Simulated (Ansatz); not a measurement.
```yaml
crystal:
  periodic: [false, false, false]
  atoms:
    - {symbol: Al, position_ang: [-1.367000, 0.699784, -0.997965]}
    - {symbol: Si, position_ang: [-0.333382, -1.299182, 0.032976]}
    - {symbol: Si, position_ang: [1.345789, 0.116388, 0.826749]}
    - {symbol: Cl, position_ang: [0.651191, 1.938055, -0.102738]}
    - {symbol: H, position_ang: [-1.170199, 0.915937, -2.556986]}
    - {symbol: H, position_ang: [-2.526291, 1.412616, -0.182512]}
    - {symbol: H, position_ang: [0.319049, -2.334608, -0.816419]}
    - {symbol: H, position_ang: [-0.955458, -1.971799, 1.207369]}
    - {symbol: H, position_ang: [1.381651, 0.471373, 2.267458]}
    - {symbol: H, position_ang: [2.737850, 0.000137, 0.324966]}
basis:
  gaussian: {orbitals: "6-31++G**"}
hamiltonian: {xc: {name: HF}}
correlation: {method: mp2, frozen_orbitals: {Al: 0}}
output: {forces: true}
```

```sh
$ ansatz run in.yaml --threads 2 --pin off --events-out ev --progress --plain --max-ram 4352MiB
```

It prints (some lines left out):

```
Functional definition: HF
  name "HF"
  cite "Fock, Z. Phys. 61, 126 (1930) doi:10.1007/BF01340294"
  parent pbe
  exchange = exact_x
  correlation = 0
Error: "frozen_orbitals" has no count for Si
```

(1) Something in this input is off. What?

## Answers

(1) Frozen orbitals are typed for one element alone, and the program wants a count for each. The input was rejected before any iteration.
